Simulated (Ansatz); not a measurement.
The B1–H2 bond of BCl2H (SMILES ClBCl) is stretched (multiplicity 1, the rest rigid).
Geometry at rest (charge 0, multiplicity 1):
```xyz
4

B     -0.4996    -0.3156    -0.3776
H     -1.3415    -0.8474    -1.0138
Cl    -0.3583     1.4202    -0.4187
Cl     0.5841    -1.2776     0.5894
```

Frozen-core correlation.

Run with Ansatz (an electronic-structure program). Values without a source in brackets are computed.

Energies above the point at 1.182 Å (the B3LYP-D3(BJ) bond length), FIC-MRCISD+Q on CASSCF(2,2)/cc-pV(T+d)Z (kcal/mol): 5.03 at 1.063 Å; 3.31 at 1.300 Å; 108.65 at 3.781 Å.

### Question
Take the last value as the depth D of a Morse curve D(1 − e^(−a(R − R₀)))², fit a and R₀ to the two near points, and test it at 1.595 and 2.068 Å.

### Answer

With D = 108.6, both near points (counted from the curve's value at 1.182 Å) are met by a = 1.64 Å⁻¹ and R₀ = 1.183 Å, so k = 2Da² = 582 kcal/(mol Å²). The curve then gives 26.2 and 63.6 kcal/mol; the level itself gives 26.4 and 66.7, so Morse is off by -0.2 and -3.1.
